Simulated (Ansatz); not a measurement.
Consider the formal exchange of groups at the Al–Br bond: `[F][Al]([SH])[Br]` + `BCO/C=N/C` → `BC[O][Al]([F])[SH]` + `C/N=C\Br`.

Gas-phase electronic energies from Ansatz, PBE0-D4/def2-TZVP geometries. CBS: MP2 limit from def2 TZ/QZ plus the TZ coupled-cluster correction, frozen cores. Double bonds are as drawn, so ΔE can hold a change between cis and trans. Functionals use def2-TZVPP. For Br outer-core shells are correlated without core-valence functions, which leaves a few kJ/mol of doubt a bond. Scalar relativity is left out up to krypton. Each species was taken in one conformer, which may not be the lowest.

```
             species  PBE-D4 energy (Eh)
 `[F][Al]([SH])[Br]`         -3314.69807
         `BCO/C=N/C`          -273.67102
`BC[O][Al]([F])[SH]`          -881.33894
          `C/N=C\Br`         -2707.01144
```

Task: Work out ΔE.

Result: ΔE = (-881.33894) + (-2707.01144) − (-3314.69807) − (-273.67102) = 0.01871 Eh = +49.1 kJ/mol. CCSD(T)/CBS gives +54.8 kJ/mol.

Largest T1 diagnostic among the species: 0.013.

From PBE to PBE0 (25 % exact exchange), in def2-TZVPP and without D4, ΔE moves by +11.4 kJ/mol. In def2-TZVPP, CCSD(T) changes the Hartree–Fock value by −23.5 kJ/mol (the triples alone add −3.0 kJ/mol) and MP2 by −24.7 kJ/mol.
